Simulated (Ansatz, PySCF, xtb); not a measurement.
Gas-phase reaction 3 R1 + R2 → 3 P1 + P2, each structure at its B3LYP-D3(BJ)/def2-TZVP stationary point, reached from a drawn start (curvature not checked).
P1, H2 (SMILES [H][H]) (charge 0, multiplicity 1):
| atom | x (Å) | y (Å) | z (Å) |
|---|---|---|---|
| H | 0.0000 | 0.0000 | 0.3720 |
| H | 0.0000 | 0.0000 | -0.3720 |
R1: HCl (SMILES Cl), charge 0, multiplicity 1.
R2: SiH4 (SMILES [SiH4]), charge 0, multiplicity 1.
P2: Cl3HSi (SMILES Cl[SiH](Cl)Cl), charge 0, multiplicity 1.

| level | reaction energy (kJ/mol) | minus CCSD(T)/CBS(cc-pV(T+d)Z, cc-pV(Q+d)Z) |
|---|---|---|
| GFN2-xTB | -116.2 | 116.5 |
| HF/cc-pV(D+d)Z | -141.4 | 91.3 |
| HF/cc-pV(T+d)Z | -183.2 | 49.5 |
| HF/cc-pV(Q+d)Z | -183.3 | 49.4 |
| SVWN5/def2-TZVPP | -216.5 | 16.1 |
| PBE-D4/def2-TZVPP | -229.5 | 3.1 |
| BLYP/def2-TZVPP | -203.4 | 29.2 |
| revPBE/def2-TZVPP | -212.6 | 20.1 |
| revPBE-D3(BJ)/def2-TZVPP | -234.4 | -1.7 |
| revPBE-D4/def2-TZVPP | -239.5 | -6.9 |
| r2SCAN-D3(BJ)/def2-TZVPP | -241.9 | -9.2 |
| r2SCAN-D4/def2-TZVPP | -241.7 | -9.0 |
| B97M-V/def2-TZVPP | -227.1 | 5.6 |
| B3LYP-D3(BJ)/def2-TZVPP | -224.1 | 8.6 |
| B3LYP-D4/def2-TZVPP | -224.3 | 8.4 |
| PBE0/def2-TZVPP | -212.8 | 19.9 |
| PBE0-D3(BJ)/def2-TZVPP | -222.9 | 9.8 |
| BHLYP/def2-TZVPP | -200.5 | 32.1 |
| BHLYP-D3(BJ)/def2-TZVPP | -219.9 | 12.7 |
| BHLYP-D4/def2-TZVPP | -220.5 | 12.1 |
| CAM-B3LYP/def2-TZVPP | -200.1 | 32.5 |
| CAM-B3LYP-D4/def2-TZVPP | -211.9 | 20.8 |
| wB97X-V/def2-TZVPP | -220.9 | 11.7 |
| B2PLYP/def2-TZVPP | -216.8 | 15.9 |
| B2PLYP-D3(BJ)/def2-TZVPP | -228.5 | 4.1 |
| B2PLYP-D4/def2-TZVPP | -225.8 | 6.9 |
| MP2/cc-pV(D+d)Z | -189.8 | 42.8 |
| MP2/cc-pV(T+d)Z | -240.8 | -8.1 |
| MP2/cc-pV(Q+d)Z | -251.1 | -18.5 |
| MP2/CBS(cc-pV(T+d)Z, cc-pV(Q+d)Z) | -258.7 | -26.0 |
| SCS-MP2/cc-pV(D+d)Z | -174.4 | 58.3 |
| SCS-MP2/cc-pV(T+d)Z | -222.0 | 10.7 |
| SCS-MP2/cc-pV(Q+d)Z | -231.9 | 0.7 |
| CCSD/cc-pV(D+d)Z | -152.8 | 79.8 |
| CCSD/cc-pV(T+d)Z | -198.8 | 33.8 |
| CCSD/cc-pV(Q+d)Z | -211.1 | 21.6 |
| CCSD(T)/cc-pV(D+d)Z | -160.0 | 72.6 |
| CCSD(T)/cc-pV(T+d)Z | -209.5 | 23.2 |
| CCSD(T)/cc-pV(Q+d)Z | -222.9 | 9.8 |
| CCSD(T)/CBS(cc-pV(T+d)Z, cc-pV(Q+d)Z) | -232.7 | 0.0 |

 The comparison column counts from a level with limits of its own.

P less R. No zero-point or thermal terms.

Frozen-core correlation throughout. CBS(a, b) extrapolates the correlation energy as X⁻³ and adds the Hartree–Fock energy of set b.

Run with Ansatz (Gaussian basis) for Hartree–Fock, density functionals and correlated methods; PySCF for the D3/D4 terms; xtb for the GFN methods. All values are computed, each at the level named.

Ansatz is a quantum-chemistry and plane-wave program.
